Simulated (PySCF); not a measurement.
A structure optimised at PBE-D3(BJ)/def2-SVP, used in a PySCF frequency run:

```
C
O 1 1.4120
H 2 0.9761 1 105.72
C 1 1.5001 2 116.10 3 132.69
H 4 1.1004 1 115.91 2 -0.91
H 4 1.1020 5 115.10 1 -144.45
C 1 1.5104 2 117.99 3 63.68
H 7 1.1014 1 117.10 2 -1.07
H 7 1.1016 8 114.90 1 145.81
C 1 1.5202 2 112.19 3 -84.11
H 10 1.1095 1 110.24 2 170.39
O 10 1.4180 11 107.41 1 121.77
H 12 0.9764 10 104.95 11 173.80
H 10 1.1185 11 107.32 12 120.10
```

**Question.** Write its SMILES and formula.

**Answer.** OCC1(O)CC1, C₄H₈O₂

**Question.** What are its rotational constants (standard atomic weights)?

**Answer.** 5.9365, 2.7968, 2.4015 GHz
